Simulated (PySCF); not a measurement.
Magnetic susceptibility: SMILES CSB1OBOB(Br)O1, CH4B3BrO3S

Geometry (Å), atoms numbered from 1 in this order:
```xyz
13

C    -2.681    0.001   -0.040
S    -1.447   -1.159    0.658
B     0.079   -0.500    0.023
O     0.100    0.592   -0.810
B     1.263    1.077   -1.305
O     2.435    0.472   -0.962
B     2.430   -0.607   -0.137
Br    4.038   -1.413    0.321
O     1.271   -1.099    0.354
H    -2.886    0.772    0.695
H    -3.580   -0.573   -0.237
H    -2.291    0.437   -0.952
H     1.266    1.999   -2.019
```

The calculation used GIAO BHandHLYP/pcSseg-1 magnetisability, rotational g tensor and spin-rotation constants, non-relativistic, gas phase in PySCF 2.14.0. Geometry: GFN2-xTB.

The calculation is non-relativistic, which matters for the atoms heavier than Zn.

(1) What are the magnetisability and the molar susceptibility?

(2) Split it along the inertial axes a, b, c into diamagnetic and paramagnetic parts about the centre of mass, with the quadrupole moment.

(3) And the rotational g tensor?

Answers

(1) Isotropic -1693 × 10⁻³⁰ J/T², or -101.9 × 10⁻⁶ cm³/mol; principal values -1805, -1707, -1566 × 10⁻³⁰ J/T², anisotropy 208 × 10⁻³⁰ J/T² (root of half the summed squared differences of the principal values). The susceptibility is in cgs units.

(2) 
| axis | χ (10⁻⁶ cm³/mol) | diamagnetic (10⁻⁶ cm³/mol) | paramagnetic (10⁻⁶ cm³/mol) | summed x² of all electrons (Å²) | quadrupole Θ (D Å) |
| --- | --- | --- | --- | --- | --- |
| a | -101.2 | -561.4 | 460.2 | 595.8 | +6.87 |
| b | -96.0 | -2595.4 | 2499.5 | 116.4 | -8.73 |
| c | -108.6 | -3021.4 | 2912.8 | 16.0 | +1.86 |

Anisotropies 2χaa − χbb − χcc = +2.2 and 2χbb − χaa − χcc = +17.9 × 10⁻⁶ cm³/mol. Θ is traceless in Buckingham's convention.

(3) 
| axis | rotational constant (GHz) | g | nuclear part | electronic part |
| --- | --- | --- | --- | --- |
| a | 2.5683 | -0.0326 | 0.5228 | -0.5553 |
| b | 0.4354 | -0.0047 | 0.5066 | -0.5113 |
| c | 0.3732 | -0.0029 | 0.5078 | -0.5107 |

Asymmetric top; isotopes 11B, 79Br, 12C, 1H, 16O, 32S; no vibrational averaging.
